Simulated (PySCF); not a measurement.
C₃H₅ClSi. Atoms are numbered in the order given.

```xyz
10

C      2.3308    -1.5629     0.2061
C      1.3192    -0.9551    -0.0919
Si    -0.2206    -0.0707    -0.5448
C     -1.7132    -1.1272    -0.1676
Cl    -0.3265     1.6870     0.5719
H      3.2264    -2.0959     0.4700
H     -0.1536     0.3161    -1.9764
H     -2.6411    -0.5908    -0.4200
H     -1.7377    -1.3854     0.9022
H     -1.6751    -2.0612    -0.7514
```
Charge 0, spin multiplicity 1.

Geometry: B3LYP-D3(BJ)/def2-SVP. The structure was generated by enumeration; whether it is a known compound was not checked.

All values below come from TDA-PBE0/def2-SVPD run with PySCF 2.14.0.

Vertical excitations. Gas-phase values at a fixed geometry.

```
state  energy (eV)  λ (nm)      f                                                                 main pairs
-----  -----------  ------  -----  -------------------------------------------------------------------------
S1            5.86     212  0.000                                                             HOMO→LUMO 83 %
S2            6.19     200  0.005                                         HOMO−1→LUMO 52 %, HOMO→LUMO+1 39 %
S3            6.27     198  0.000                                                         HOMO−1→LUMO+1 85 %
S4            6.94     179  0.003                                                           HOMO−2→LUMO 90 %
S5            7.18     173  0.018                                                           HOMO−3→LUMO 93 %
S6            7.50     165  0.083                                       HOMO−2→LUMO+1 70 %, HOMO→LUMO+1 24 %
S7            7.71     161  0.001                                                         HOMO−3→LUMO+1 94 %
S8            7.97     156  0.058                                                           HOMO→LUMO+2 78 %
S9            8.09     153  0.028                                                         HOMO−1→LUMO+2 83 %
S10           8.35     148  0.273  HOMO−1→LUMO+3 21 %, HOMO−1→LUMO 13 %, HOMO−4→LUMO 12 %, HOMO−1→LUMO+4 9 %
T1            4.75     261      0                                         HOMO−1→LUMO 53 %, HOMO→LUMO+1 27 %
T2            5.22     237      0                                         HOMO→LUMO 55 %, HOMO−1→LUMO+1 26 %
T3            5.26     236      0                                         HOMO→LUMO+1 50 %, HOMO−1→LUMO 32 %
T4            5.97     208      0                                         HOMO−1→LUMO+1 61 %, HOMO→LUMO 31 %
```
Triplets are in the Tamm–Dancoff approximation.
